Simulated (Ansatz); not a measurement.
`[CH3][GeH2][I]` + H–F → `[F][GeH2][I]` + CH₄ at 500 K and 1 bar (ligand exchange at a Ge–C bond).

Gas-phase electronic energies from Ansatz, PBE0-D4/def2-TZVP geometries. CCSD(T)/CBS is the MP2 limit (def2-TZVPP, def2-QZVPP) plus CCSD(T) − MP2 in def2-TZVPP, frozen cores. This one scheme is used for every species. Elements past krypton have def2 core potentials. For Ge, I outer-core shells are correlated without core-valence functions, which leaves a few kJ/mol of doubt a bond. Scalar relativity is left out up to krypton.

```csv
species,CCSD(T)/CBS energy (Eh),H − E (kJ/mol),S (J/(mol·K))
`[CH3][GeH2][I]`,-2414.65603,176.1,381.9
H–F,-100.39570,39.4,188.7
`[F][GeH2][I]`,-2474.61172,79.0,353.2
CH₄,-40.46206,135.6,206.8
```

H − E and S are ideal-gas, rigid-rotor, harmonic terms from PBE0-D4/def2-TZVP. 1 Eh = 2625.50 kJ/mol, R = 8.31446 J/(mol·K).

By hand: ΔE, ΔH, ΔS and ΔG.

ΔE = (-2474.61172) + (-40.46206) − (-2414.65603) − (-100.39570) = -0.02205 Eh = -57.9 kJ/mol. Δ(H − E) = 79.0 + 135.6 − 176.1 − 39.4 = -0.9, so ΔH = -58.8 kJ/mol. ΔS = 353.2 + 206.8 − 381.9 − 188.7 = -10.6 J/(mol·K). ΔG = -58.8 − 500 × (-10.6)/1000 = -53.5 kJ/mol.

By hand: the equilibrium constant, and the temperature at which ΔG would vanish if ΔH and ΔS stayed fixed.

log₁₀ K = −ΔG/(RT ln 10) = 5.6. ΔG = 0 at ΔH/ΔS = 5547 K, far beyond where these terms or the molecules hold.

The number of gas molecules stays the same, so ΔS is small and ΔH decides. A doubt of 5 kJ/mol in ΔE shifts log₁₀ K by 0.5 here. These are equilibria of isolated gas molecules and say nothing of rates. Largest T1 diagnostic: 0.010 (customary marks: 0.02 for closed shells, 0.045 for open ones).
